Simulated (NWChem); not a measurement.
System: TiNH2Cl2 cation; SMILES [NH2][Ti+]([Cl])[Cl]

```xyz
6

Ti     0.2857    -0.3013     0.0000
Cl    -0.7480     0.0901     1.8051
Cl    -0.7480     0.0901    -1.8051
N      1.8525     0.5547     0.0000
H      2.3230     0.9016    -0.8441
H      2.3230     0.9016     0.8441
```
Atoms are numbered in this order, from 1.

All runs: NWChem. STO-3G and 3-21G are far too small for this property and stand as cheap habits. Coordinates come from a PBE0/def2-SVP optimisation. This spin state was assumed; another may lie lower. GIAO values for the isolated, static molecule; σ is the absolute isotropic shielding, δ = σ(reference) − σ with the isolated reference molecule computed at the same levels (1H: tetramethylsilane, 15N: ammonia).

```tsv
level	σ Ti1 (ppm)	σ Cl2 (ppm)	δ N4 (ppm)	δ H5 (ppm)	relative time
PBE0/pcSseg-1	-1042.3	-345.8	424.1	14.53	30
PBE/pcSseg-1	-1071.4	-359.1	385.3	13.45	20
BHandHLYP/pcSseg-1	-991.7	-337.4	475.4	15.64	10
Hartree-Fock/STO-3G	1026.0	948.4	109.1	8.22	1
```

Relative times are rough (shared machine, one core).
